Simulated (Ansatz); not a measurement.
The same path of BF2H + ClH (6 atoms, charge 0, multiplicity 1) was run 3 times with different band settings. Lost on the way: B1–H2, Cl5–H6. Made: B1–Cl5, H2–H6.

All numbers below come from Ansatz, RKS BLYP-D4/def2-SVP.

Relaxed end points:

```xyz
6
Properties=species:S:1:pos:R:3
B -0.009 0.382 -0.104
H -0.013 0.710 1.059
F 1.131 0.282 -0.777
F -1.147 0.214 -0.766
Cl 0.084 -2.542 0.990
H 0.082 -1.971 2.158
```

```xyz
6
Properties=species:S:1:pos:R:3
B 0.019 -0.599 -0.543
H 0.001 0.327 2.319
F 1.143 0.090 -0.679
F -1.141 0.030 -0.659
Cl 0.068 -2.334 -0.231
H 0.039 -0.438 2.353
```

Common settings: movable images 7; climbing image yes; optimiser quadratic models (default); start path through a guess of the saddle point; iteration limit 60; end points relaxed.

| run | spring | force threshold |
| --- | --- | --- |
| 1 | 5.0 eV/Å² | 0.05 eV/Å |
| 2 | 5.0 eV/Å² | 0.5 eV/Å |
| 3 | 0.5 eV/Å² | 0.05 eV/Å |

Problem. What does each run give, and how far can it be trusted?

Solution. Run 1: converged after 20 iterations, highest image 0.971 eV above the first end. A vibrational analysis at the climbing image gives one clearly imaginary mode, 913i cm⁻¹: a first-order saddle point.
Run 2: converged after 7 iterations, highest image 0.977 eV above the first end. The threshold of 0.5 eV/Å is loose, so the images may lie well off the minimum-energy path. The order of the stationary point at the top wasn't checked.
Run 3: converged after 19 iterations, highest image 0.971 eV above the first end. Another band between the same ends (7 images) ends at a top of the same energy, where a vibrational analysis finds 1 clearly imaginary mode.
The orbitals stay closed-shell, which can raise the energy where a bond breaks towards radicals; this wasn't checked here.
